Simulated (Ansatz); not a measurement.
`F[CH](F)[GaH2]` + `C=N` → `C=[N][GaH2]` + `FCF` at 500 K and 1 bar (ligand exchange at a Ga–C bond).

Isolated molecules relaxed with PBE0-D4/def2-TZVP in Ansatz; ΔE leaves out vibrations. CCSD(T)/CBS adds triple-zeta CCSD(T) − MP2 to the extrapolated MP2 energy (def2 sets, frozen cores). This one scheme is used for every species. For Ga outer-core shells are correlated without core-valence functions, which leaves a few kJ/mol of doubt a bond. Scalar relativity is left out up to krypton.

```json
{"species": "`F[CH](F)[GaH2]`", "CCSD(T)/CBS energy (Eh)": "-2163.33500", "H − E (kJ/mol)": "127.9", "S (J/(mol·K))": "381.9"}
{"species": "`C=N`", "CCSD(T)/CBS energy (Eh)": "-94.52360", "H − E (kJ/mol)": "124.2", "S (J/(mol·K))": "249.5"}
{"species": "`C=[N][GaH2]`", "CCSD(T)/CBS energy (Eh)": "-2019.05960", "H − E (kJ/mol)": "145.8", "S (J/(mol·K))": "344.1"}
{"species": "`FCF`", "CCSD(T)/CBS energy (Eh)": "-238.82660", "H − E (kJ/mol)": "107.3", "S (J/(mol·K))": "272.2"}
```

H − E and S are ideal-gas, rigid-rotor, harmonic terms from PBE0-D4/def2-TZVP, for one conformer and one mirror image of each species. 1 Eh = 2625.50 kJ/mol, R = 8.31446 J/(mol·K).

Problem. By hand: ΔE, ΔH, ΔS and ΔG.

Solution. ΔE = (-2019.05960) + (-238.82660) − (-2163.33500) − (-94.52360) = -0.02760 Eh = -72.5 kJ/mol. Δ(H − E) = 145.8 + 107.3 − 127.9 − 124.2 = 1.0, so ΔH = -71.5 kJ/mol. ΔS = 344.1 + 272.2 − 381.9 − 249.5 = -15.1 J/(mol·K). ΔG = -71.5 − 500 × (-15.1)/1000 = -64.0 kJ/mol.

Problem. By hand: the equilibrium constant, and the temperature at which ΔG would vanish if ΔH and ΔS stayed fixed.

Solution. log₁₀ K = −ΔG/(RT ln 10) = 6.7. ΔG = 0 at ΔH/ΔS = 4735 K, far beyond where these terms or the molecules hold.

ΔH outweighs TΔS. A doubt of 5 kJ/mol in ΔE shifts log₁₀ K by 0.5 here. Other conformers and mirror images would add mixing entropy, several J/(mol·K) or more a flexible species. Modes under 60 cm⁻¹, often nearly free rotors, make the harmonic entropy too high. These are equilibria of isolated gas molecules and say nothing of rates. Largest T1 diagnostic: 0.017 (customary marks: 0.02 for closed shells, 0.045 for open ones).
